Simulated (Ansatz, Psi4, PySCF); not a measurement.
HCl₃Ge, charge -1, doublet, at a GFN2-xTB geometry (a state made from the parent by changing its charge; the spin is typed, not shown lowest). Base run: HF/STO-3G (PySCF).

PySCF was given this input:
```python
from pyscf import gto, scf

mol = gto.M(
    atom='''
Ge    0.18961606    0.14465705    0.11687467
Cl   -0.81013033    2.36575078   -0.06066118
Cl    2.01410151   -1.47877166    0.11574629
Cl   -1.55983724   -1.16332174   -0.38022513
H    -0.01799083    0.06879887    1.78739072
''',
    basis='sto-3g',
    charge=-1,
    spin=1,
    verbose=3,
)

mf = scf.UHF(mol)
mf.kernel()
```

The same geometry, method and basis name were run in Ansatz (a first-principles code) and Psi4 and PySCF, at each program's defaults and at the settings that a row names. The base is PySCF at its defaults. Differences at the defaults can come from grids, fitting, cores and function types together.

```json
[
 {"code and settings": "PySCF, defaults (exact integrals, spherical functions)", "ΔE vs base (µEh)": "0.0", "basis functions": "46", "E (Eh)": "-3416.13805", "SCF cycles": "11"},
 {"code and settings": "Psi4, defaults (density fitting with its default set, spherical functions)", "ΔE vs base (µEh)": "-1216", "basis functions": "46", "E (Eh)": "-3416.13926", "SCF cycles": "9"},
 {"code and settings": "Ansatz, defaults (factorised integrals, spherical functions)", "ΔE vs base (µEh)": "12.3", "basis functions": "46", "E (Eh)": "-3416.13803", "SCF cycles": "-"},
 {"code and settings": "PySCF, density fitting with def2-universal-jkfit", "ΔE vs base (µEh)": "-1216", "basis functions": "46", "E (Eh)": "-3416.13926", "SCF cycles": "11"},
 {"code and settings": "Psi4, exact integrals, spherical functions", "ΔE vs base (µEh)": "0.0", "basis functions": "46", "E (Eh)": "-3416.13805", "SCF cycles": "12"},
 {"code and settings": "Ansatz, high accuracy", "ΔE vs base (µEh)": "0.0", "basis functions": "46", "E (Eh)": "-3416.13805", "SCF cycles": "-"}
]
```

Open shells are given as the SCF converged; they aren't shown to be the lowest states, and a large step between rows can be another state.
